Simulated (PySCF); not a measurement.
C5H7F, SMILES C#C[C@H](F)CC. Heavy atoms are numbered as in [CH:1]#[C:2][C@H:3]([F:4])[CH2:5][CH3:6]. Hydrogens are named by the atom that carries them.

Geometry optimised at B3LYP-D3(BJ)/def2-SVP. The structure was generated by enumeration; whether it is a known compound was not checked. The values are those of a single conformer.

Method: PySCF with M06-2X/def2-TZVP.

ESP charges are fitted to the potential on shells at 1.4 to 2.0 van der Waals radii. Atomic charges (e), one atom of each kind:

```json
[
 {"atom": "C1 (CH)", "meta-Löwdin": "…", "ESP fit": "-0.48", "Mulliken": "-0.12", "Löwdin": "-0.08"},
 {"atom": "C2", "meta-Löwdin": "-0.05", "ESP fit": "0.06", "Mulliken": "-0.12", "Löwdin": "-0.09"},
 {"atom": "C3 (CH)", "meta-Löwdin": "0.21", "ESP fit": "0.11", "Mulliken": "0.07", "Löwdin": "-0.32"},
 {"atom": "F4", "meta-Löwdin": "-0.33", "ESP fit": "-0.22", "Mulliken": "-0.23", "Löwdin": "0.10"},
 {"atom": "C5 (CH2)", "meta-Löwdin": "…", "ESP fit": "0.02", "Mulliken": "-0.25", "Löwdin": "-0.27"},
 {"atom": "C6 (CH3)", "meta-Löwdin": "…", "ESP fit": "-0.25", "Mulliken": "-0.45", "Löwdin": "-0.31"},
 {"atom": "H on C1", "meta-Löwdin": "0.18", "ESP fit": "0.33", "Mulliken": "0.21", "Löwdin": "0.13"},
 {"atom": "H on C3", "meta-Löwdin": "0.13", "ESP fit": "0.09", "Mulliken": "0.14", "Löwdin": "0.16"},
 {"atom": "H on C5", "meta-Löwdin": "…", "ESP fit": "0.04", "Mulliken": "0.14", "Löwdin": "0.15"},
 {"atom": "H on C6", "meta-Löwdin": "…", "ESP fit": "0.07", "Mulliken": "0.14", "Löwdin": "0.12"}
]
```

### Question
Complete the blanks. (The exact figures need the calculation; the answer reports its results.)

### Answer

- C1 (CH), meta-Löwdin: -0.19
- C5 (CH2), meta-Löwdin: -0.19
- C6 (CH3), meta-Löwdin: -0.33
- H on C5, meta-Löwdin: 0.11
- H on C6, meta-Löwdin: 0.11

Computed Mayer and Wiberg (Löwdin basis) orders of the bonds:
| bond | Mayer | Wiberg |
|---|---|---|
| C1–C2 | 3.03 | 2.96 |
| C2–C3 | 1.04 | 1.22 |
| C3–F4 | 1.00 | 1.58 |
| C3–C5 | 0.98 | 1.18 |
| C5–C6 | 0.95 | 1.29 |
